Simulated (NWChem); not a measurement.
Atomisation of C$_{2}$H$_{4}$NO

SMILES: C[N]C=O
```xyz
8

C     -1.4425    -0.3294     0.1014
N     -0.2512    -0.4685    -0.6712
C      0.9490    -0.0619    -0.1744
O      1.0335     0.8895     0.6158
H     -2.1243     0.4150    -0.3706
H     -2.0016    -1.2934     0.0460
H     -1.2689    -0.0537     1.1647
H      1.8457    -0.5566    -0.6299
```
Charge 0, spin multiplicity 2.

Program: NWChem. All single points use one geometry, from UPBE/def2-SVP, a minimum by its harmonic frequencies. It is one conformer; others weren't searched.

Basis set: def2-TZVP. The atomisation energy is electronic alone: no zero-point, thermal, spin-orbit or counterpoise terms. No value is extrapolated to the basis-set limit. Free atoms are single determinants with multiplicities C 3, N 4, O 3, H 2. Correlated methods freeze the same cores in atoms and molecule, 4 orbitals in all.

```
method                        atomisation energy (kcal/mol)  relative cost             remark
----------------------------  -----------------------------  -------------  -----------------
LDA (SVWN5)                                           874.5              1                  -
PBE                                                   773.7        under 3                  -
B3LYP                                                 742.4        under 3                  -
PBE0                                                  746.1        under 3                  -
TPSS                                                  750.6        under 3                  -
HF                                                    504.3              6  spin-contaminated
MP2                                                   712.9              7  spin-contaminated
CAM-B3LYP                                             745.3             10                  -
LC-wPBE (omega 0.3 per bohr)                          755.9             10                  -
```

The values span 370.2 kcal/mol, from HF (lowest) to LDA (SVWN5) (highest). The cost column gives rough processor time relative to LDA (SVWN5); each entry includes its own SCF. Costs are the molecule's.

B3LYP has NWChem's definition, with VWN1-RPA local correlation. GW and range-separated runs recompute their integrals, the others keep them in memory, which bears on the times. The structure started from a generated list of species. The stability of the SCF solutions was not checked. Open-shell Hartree-Fock references start from PBE0 orbitals; any time given for them includes that run.
